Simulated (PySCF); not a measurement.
**Trend along group 12: MC molecules**

PBE0 with double-zeta basis sets in PySCF, for the lowest determinant that a PBE0 search found; no spin–orbit coupling. De refers to high-spin ground-configuration atoms. A positive dipole means M(−)C(+).

| M | basis | state (unpaired electrons) | Re (Å) | ωe (cm⁻¹) | De (eV) | μ (D) |
| --- | --- | --- | --- | --- | --- | --- |
| Zn | x2c-SVPall | triplet (π ↑↑) | 1.981 | 476 | 1.17 | -2.89 |
| Cd | def2-SVP | triplet (π ↑↑) | 2.181 | 403 | 1.00 | -2.99 |
| Hg | def2-SVP | triplet (π ↑↑) | 2.189 | 353 | 0.69 | -2.55 |

The shortest bond is that of ZnC (1.981 Å), the longest that of HgC (2.189 Å).

The rows differ in basis set, which adds steps of its own.

Relativity is treated differently too: Zn spin-free X2C; Cd scalar-relativistic core potentials; Hg scalar-relativistic core potentials.

Down a group bonds as a rule get longer and wavenumbers fall, partly through the reduced mass; this series shows no clear exception.

Spin–orbit coupling is left out, which matters for elements this heavy, above all for dissociation energies. States were picked by a PBE0 search and need not be the measured ground states.
